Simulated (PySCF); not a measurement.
Molecule: `OB(O)O`, BH3O3.

Numbering as in the mapped SMILES `[OH:1][B:2]([OH:3])[OH:4]` (H(Xn): hydrogen on atom n).

Geometry PBE0-D3(BJ)/def2-SVP throughout; GIAO in PySCF, gas phase, one conformer, non-relativistic; equivalent atoms averaged; functional PBE0.

(1) How do the absolute shieldings σ depend on the basis set? (ppm; last column core-seconds on shared hosts with different chips, so compare them loosely)

(2) Which nucleus moves most, in ppm?

(3) Taking the largest basis, pcSseg-2 (186 functions), as the yardstick, rank the others by their worst heavy-atom deviation.

## Answers

(1) 
```csv
basis set,functions,O1/O3/O4,B2,H(O1)/H(O3)/H(O4),core-s
STO-3G,23,315.2,110.5,31.51,1
6-31G,42,248.6,97.8,30.48,1.9
pcSseg-0,42,254.0,87.5,30.59,1.9
6-31G*,62,259.7,95.7,29.97,2.5
def2-SVP,71,267.0,92.3,29.29,2.7
cc-pVDZ,71,265.2,95.9,29.57,3.2
pcSseg-1,83,248.7,79.4,28.90,4.4
aug-cc-pVDZ,119,259.2,91.3,29.37,5.2
"6-311+G(2d,p)",126,246.4,82.4,29.65,5.7
def2-TZVP,142,249.7,83.1,29.63,6.8
cc-pVTZ,162,250.8,83.2,29.12,7.9
IGLO-III,170,244.4,79.2,29.28,8
pcSseg-2,186,245.1,78.4,28.93,13
```

(2) O1/O3/O4 (oxygen bonded to B, H): from 244.4 ppm with IGLO-III to 315.2 ppm with STO-3G. The smallest spread is 2.60 ppm, at H(O1)/H(O3)/H(O4).

(3) IGLO-III 0.8 ppm (170 functions), pcSseg-1 3.6 ppm (83 functions), 6-311+G(2d,p) 4.0 ppm (126 functions), def2-TZVP 4.7 ppm (142 functions), cc-pVTZ 5.7 ppm (162 functions), pcSseg-0 9.1 ppm (42 functions), aug-cc-pVDZ 14.1 ppm (119 functions), 6-31G* 17.3 ppm (62 functions), 6-31G 19.4 ppm (42 functions), cc-pVDZ 20.2 ppm (71 functions), def2-SVP 21.9 ppm (71 functions), STO-3G 70.2 ppm (23 functions).

A small basis that lands close on one nucleus may do so by chance; judge by the trend and by all nuclei.
